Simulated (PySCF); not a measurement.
# Which functional comes closest?

Molecule: SMILES CSc1ccsc1, C₅H₆S₂.

Bonds (- single, = double, # triple, : aromatic): C1-S2 1.798 Å, S2-C3 1.754 Å, C3:C4 1.432 Å, C4:C5 1.367 Å, C5:S6 1.715 Å, S6:C7 1.721 Å, C7:C3 1.375 Å. C1 carries H8, H9, H10; C4 carries H11; C5 carries H12; C7 carries H13.

Geometry PBE0-D3(BJ)/def2-SVP throughout; GIAO in PySCF, gas phase, one conformer, non-relativistic; equivalent atoms averaged; basis pcSseg-1.

Reference values (estimated from measurements, as parent shift plus tabulated substituent increments; solution, not stated per compound (mostly CDCl3 or CCl4); Pretsch, Buehlmann, Badertscher, Structure Determination of Organic Compounds, 4th ed. (2009)): δ(H13) = 6.87 ppm, δ(H11) = 6.86 ppm, δ(H12) = 7.17 ppm. Computed shifts are taken against TMS, calculated as an isolated molecule at each level.

Problem. How do the functionals HF, BLYP, BP86, OPBE, KT2, KT3, B97-D, PBE0, WP04 perform against the reference? Times are CPU seconds on shared hosts with different chips, so compare them loosely.

Solution. 
```tsv
functional	kind	H13	H11	H12	mean abs. error H	core-s
HF	Hartree–Fock	6.36	6.99	7.38	0.28	7.2
BLYP	GGA	5.74	6.69	6.87	0.53	20
BP86	GGA	5.83	6.80	6.97	0.43	21
OPBE	GGA	5.96	6.87	7.05	0.35	39
KT2	GGA	5.74	6.75	6.90	0.50	22
KT3	GGA	5.78	6.70	6.88	0.51	22
B97-D	GGA	5.81	6.73	6.91	0.48	21
PBE0	global hybrid	6.06	6.91	7.15	0.29	17
WP04	global hybrid	5.92	6.59	6.89	0.50	28
```

For 1H the closest is HF (0.28 ppm, with PBE0 practically level) and the furthest BLYP (0.53 ppm). One molecule is a small sample, and vibrational and solvent effects are absent from the calculation.
